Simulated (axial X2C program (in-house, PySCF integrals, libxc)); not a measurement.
**Nuclear properties of BrGaBr⁺**

Computed with an axial X2C code built on PySCF integrals: two-component X2C with atomic mean-field Coulomb and Gaunt terms, Gaussian nuclei, basis Br dyall-av3z, Ga dyall-v3z with contracted cores.

Br–Ga–Br held linear, with bonds 2.164 and 2.164 Å (near the PBE0 minimum at charge 1 of the determinant lowest at the starting distance; the state shown can have its own minimum elsewhere, held linear; other orders of the atoms were not compared).

Input and command:
```json
{"zs": [35, 31, 35], "q": 1, "bas": ["dyall-av3z", "dyall-v3z", "dyall-av3z"], "r0": [2.38, 2.38], "symm": 1, "scan": ["PBE0", "HF", "r2SCAN"], "levels": ["PBE0", "HF", "r2SCAN"], "nst": 2}
```
```bash
python solin.py task.json out
```

Keys: zs atomic numbers; q charge; bas basis sets; r0 starting distance in Å; symm equal bonds; scan levels of the two-bond scan; levels methods; nst determinants followed.

Determinant lowest in the PBE0 search, Ω = 0 (closed shell), highest spinor 88% Br p, 12% Ga d:

```
 level  qzz Br (a.u.)  qzz Ga (a.u.)
  PBE0           6.75          -3.13
    HF           6.33          -3.97
r2SCAN           6.67          -2.94
```

qzz is the electric field gradient, eQq0 = 234.96 MHz × Q/barn × qzz. The operators were transformed with the bare-nucleus X2C matrices; with these basis sets, hyperfine constants and field gradients can be off by tens of per cent, and where levels differ in sign neither size nor sign is settled.

(1) With Q(79Br) = 0.3087 barn, Q(69Ga) = 0.171 barn (Q from Pyykkö, Mol. Phys. 2018), turn the PBE0 values of the first state into constants in MHz.

The molecule was held linear; bending was not examined, so a bent shape may lie lower.

Each state is one determinant with collinear spin. The search compared states at one distance, so a state with another bond length can lie lower.

Results:

(1) eQq0(79Br) = 234.96 × (0.3087) × (6.75) = 490 MHz; eQq0(69Ga) = 234.96 × (0.171) × (-3.13) = -126 MHz.
